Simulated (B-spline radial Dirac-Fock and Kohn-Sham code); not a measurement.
**Ti⁺ 4s: cross section and angular parameters**

System: titanium as Ti⁺, configuration [Ar] 3d2 4s1; threshold 12.99 eV (orbital energy of the model). These are calculated numbers from a B-spline atomic structure program; the model is Dirac-Hartree-Slater photoionisation with a Latter tail; cross sections with all multipoles, angular parameters from the dipole term and its interference with E2.

Input of the calculation (task.json; shells as n, l, electrons):

```json
{"items": [{
  "Z": 22,
  "q": 1,
  "cfg": [[1, 0, 2], [2, 0, 2], [2, 1, 6], [3, 0, 2], [3, 1, 6], [3, 2, 2], [4, 0, 1]],
  "A": 48,
  "rrms": 3.5921,
  "do": "xps",
  "hv": [56.8, 63.1, 64.0, 102.0, 111.0, 119.0, 148.0, 150, 277.0, 384.0, 400, 693.0, 771.0, 800, 979.0, 1030.0, 1160.0, 1460.0, 1486.9, 2000, 2100.0, 2120.0, 2460.0, 4000, 4720.0, 6120.0, 7560.0, 9030.0, 9251.7, 15000]
}]}
```

Launch: `python xray2_run.py task.json out`

For linearly polarised light dσ/dΩ = σ/(4π) [1 + β P₂(cos θ) + (δ + γ cos²θ) sin θ cos φ], with θ from the polarisation vector and φ the angle between the beam and the projection of the electron momentum on the plane normal to the polarisation.

```
hν (eV)   σ (kb)      β       γ
   56.8     53.8  1.999   0.137
   63.1     46.5  1.999   0.144
     64     45.7  1.999   0.144
    102     26.8  1.999   0.153
    111     24.2  1.999   0.152
    119     22.2  1.999   0.149
    148     16.4  2.000   0.132
    150     16.1  2.000   0.131
    277     6.21  2.000   0.038
    384     3.59  2.000  -0.012
    400     3.34  2.000  -0.018
    693     1.24  2.000  -0.044
    771     1.02  2.000  -0.037
    800    0.952  2.000  -0.033
    979    0.648  2.000  -0.003
   1030    0.587  2.000   0.008
   1160    0.465  2.000   0.037
   1460    0.293  2.000   0.114
 1486.9    0.282  2.000   0.122
   2000    0.152  2.000   0.263
   2100    0.137  2.000   0.290
   2120    0.135  2.000   0.296
   2460   0.0975  2.000   0.387
   4000   0.0325  2.000   0.762
   4720   0.0220  2.000   0.916
   6120   0.0117  2.000   1.188
   7560  0.00689  1.999   1.433
   9030  0.00437  1.999   1.657
 9251.7        ?      ?       ?
  15000  0.00113  1.999   2.397
```

Problem. Give the values at Ga Kα (9251.7 eV).

Solution. σ = 0.00410 kb, β = 1.999, γ = 1.689. For an s subshell δ is negligible.
